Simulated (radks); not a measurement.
Re II, configuration [Xe] 4f14 5d5 6s1. Calculated with a radial shooting solver on a logarithmic mesh with Libxc functionals: Dirac Kohn-Sham, Wu-Cohen GGA, spin-unpolarised, spherical densities, point nucleus; open shells are shared between the two j in proportion to 2j + 1.

Radial electron density D(r) = 4 pi r^2 rho(r):

```
   r/bohr * D(r) (the largest magnitude, 137, reaches the edge; | marks zero)
 0.003537 |                  *
 0.004793 |                         *
 0.006496 |                                 *
 0.008734 |                                       *
  0.01184 |                                          *
  0.01604 |                                        *
  0.02174 |                                     *
  0.02946 |                                       *
  0.03961 |                                               *
  0.05369 |                                                      *
  0.07276 |                                                 *
  0.09861 |                                          *
   0.1336 |                                                *
   0.1797 |                                               *
   0.2435 |                             *
     0.33 |                           *
   0.4473 |                              *
   0.6062 |                 *
   0.8215 |        *
    1.105 |     *
    1.497 |  *
    2.029 |*
     2.75 |*
    3.726 *
     5.01 *
     6.79 *
```

D(r) has 4 maxima, at r = 0.0123, 0.0554, 0.154, 0.410 bohr, and minima at 0.0239, 0.100, 0.288 bohr, inside which lie 2.02, 11.14, 29.87 electrons.
